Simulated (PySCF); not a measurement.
VOCl3, SMILES [O]=[V]([Cl])([Cl])[Cl], multiplicity 1. Coordinates come from a PBE0-D3(BJ)/def2-SVP optimisation. The multiplicity is an assumed one; other spin states were not compared.

Q: Give the equilibrium geometry at PBE0-D3(BJ)/def2-SVP (PySCF confirms it by a frequency run) as bond lengths and angles, and its point group. (Estimate from the structure and the level; the computed values follow.)

A: point group C3v.
Atoms: V1 O2 Cl3 Cl4 Cl5. Bond lengths (Å): V1–O2 1.527, V1–Cl3 2.127, V1–Cl4 2.127, V1–Cl5 2.127. Bond angles (°): O2–V1–Cl3 107.9, O2–V1–Cl4 107.9, O2–V1–Cl5 107.9, Cl3–V1–Cl4 111.0, Cl3–V1–Cl5 111.0, Cl4–V1–Cl5 111.0.
Charge 0, spin multiplicity 1.
